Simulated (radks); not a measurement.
Polarisability of the aluminium ion Al2+, [Ne] 3s1, at imaginary frequency. Calculated with a radial shooting solver on a logarithmic mesh with Libxc functionals: scalar-relativistic Kohn-Sham, LB94 model potential, spin-polarised, spherical densities, finite nucleus; open shells are filled with parallel spins first; Fermi nuclear charge, rms radius 3.061 fm. Response by self-consistent Sternheimer equations with the Hartree and adiabatic LDA kernel, the relativistic mass of each level held fixed and spin-orbit coupling left out.

| w (hartree) | alpha1(iw) (bohr^3) | alpha2(iw) (bohr^5) |
|---|---|---|
| 0.00266 | 11.70 | 33.57 |
| 0.0143 | 11.66 | 33.55 |
| 0.0360 | 11.49 | 33.42 |
| 0.0697 | 10.97 | 33.00 |
| 0.118 | 9.830 | 31.99 |
| 0.186 | 7.977 | 29.91 |
| 0.280 | 5.731 | 26.28 |
| 0.413 | 3.675 | 20.99 |
| 0.605 | 2.178 | 14.80 |
| 0.892 | 1.246 | 9.077 |
| 1.35 | 0.7144 | 4.861 |
| 2.12 | 0.4176 | 2.281 |
| 3.59 | 0.2357 | 0.9214 |
| 6.94 | 0.1054 | 0.2925 |
| 17.5 | 0.02491 | 0.05362 |

Static values: alpha1 = 11.70 bohr^3 (1.733 angstrom^3; uncoupled 13.79), alpha2 = 33.57 bohr^5, alpha3 = 186.5 bohr^7. C6 = 28.97, C8 = 550.3, triple-dipole C9 = 247.2 atomic units. One-pole (London) frequency 4 C6 / (3 alpha1^2) = 0.282 hartree, against 1.083 for minus the highest occupied eigenvalue.
